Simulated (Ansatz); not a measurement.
`[InH2][BH][TeH]` and `OB[TeH]` differ in one atom or group.

Ansatz, PBE0-D4/def2-TZVP geometries, multiplicity 1. Each molecule was computed in one conformer, which needn't be the lowest.

Elements past krypton have def2 core potentials.

```tsv
property	`[InH2][BH][TeH]`
LUMO energy (PBE/def2-TZVPP) / eV	-2.77
LUMO energy (ωB97M-V/def2-TZVPP) / eV	-0.32
size of the dipole moment (ωB97M-V/def2-TZVPP) / D	0.78
LUMO energy (PBE0/def2-TZVPP) / eV	-1.95
HOMO energy (PBE0/def2-TZVPP) / eV	-7.14
HOMO–LUMO gap (PBE/def2-TZVPP) / eV	3.31
```

Q: What does the change do to each property? (An estimate is asked.)

A: The calculation gave: 
```json
{"property": "LUMO energy (PBE/def2-TZVPP) / eV", "`OB[TeH]`": "-1.54", "shift": "1.23"}
{"property": "LUMO energy (ωB97M-V/def2-TZVPP) / eV", "`OB[TeH]`": "1.02", "shift": "1.34"}
{"property": "size of the dipole moment (ωB97M-V/def2-TZVPP) / D", "`OB[TeH]`": "1.04", "shift": "0.26"}
{"property": "LUMO energy (PBE0/def2-TZVPP) / eV", "`OB[TeH]`": "-0.71", "shift": "1.24"}
{"property": "HOMO energy (PBE0/def2-TZVPP) / eV", "`OB[TeH]`": "-6.75", "shift": "0.39"}
{"property": "HOMO–LUMO gap (PBE/def2-TZVPP) / eV", "`OB[TeH]`": "4.21", "shift": "0.90"}
```

With PBE0 the HOMO rises by 0.39 eV and the LUMO rises by 1.24 eV, so the gap widens by about 0.85 eV. PBE moves the HOMO by 0.34 eV and ωB97M-V by 0.37 eV. The zero-point energy changes by 9.8 kJ/mol with -3 modes. Dipoles are sizes alone; their direction can turn.

Spin–orbit coupling is left out; it splits and shifts lone-pair levels of the heavy atoms by tenths of an eV.
